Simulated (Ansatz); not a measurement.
`[OH][Ta]([F])([F])=[S]` and `[NH2][Ta]([F])([F])=[S]` differ in one atom or group.

Ansatz, PBE0-D4/def2-TZVP geometries, multiplicity 1. Each molecule was computed in one conformer, which needn't be the lowest.

Elements past krypton have def2 core potentials.

```json
{"property": "zero-point energy (PBE0-D4/def2-TZVP) / kJ/mol", "`[OH][Ta]([F])([F])=[S]`": "50.6"}
{"property": "size of the dipole moment (ωB97M-V/def2-TZVPP) / D", "`[OH][Ta]([F])([F])=[S]`": "2.68"}
{"property": "HOMO energy (PBE/def2-TZVPP) / eV", "`[OH][Ta]([F])([F])=[S]`": "-6.77"}
{"property": "LUMO energy (B3LYP/def2-TZVPP) / eV", "`[OH][Ta]([F])([F])=[S]`": "-1.98"}
{"property": "HOMO energy (PBE0/def2-TZVPP) / eV", "`[OH][Ta]([F])([F])=[S]`": "-7.99"}
{"property": "LUMO energy (PBE/def2-TZVPP) / eV", "`[OH][Ta]([F])([F])=[S]`": "-2.56"}
```

Question: Give the same properties after the change, and the shifts. (Estimate.)

Answer: Computed: 
```csv
property,`[NH2][Ta]([F])([F])=[S]`,shift
zero-point energy (PBE0-D4/def2-TZVP) / kJ/mol,82.3,31.7
size of the dipole moment (ωB97M-V/def2-TZVPP) / D,3.77,1.09
HOMO energy (PBE/def2-TZVPP) / eV,-6.61,0.16
LUMO energy (B3LYP/def2-TZVPP) / eV,-2.07,-0.09
HOMO energy (PBE0/def2-TZVPP) / eV,-7.82,0.17
LUMO energy (PBE/def2-TZVPP) / eV,-2.65,-0.09
```

With PBE0 the HOMO rises by 0.17 eV and the LUMO falls by 0.10 eV, so the gap narrows by about 0.27 eV. PBE moves the HOMO by 0.16 eV and ωB97M-V by 0.16 eV. The zero-point energy changes by 31.7 kJ/mol with +3 modes. Dipoles are sizes alone; their direction can turn.

Positive LUMOs are unbound, so they and the gaps depend on the basis.

B3LYP here is the variant with VWN-RPA as its local correlation; programs differ in this.
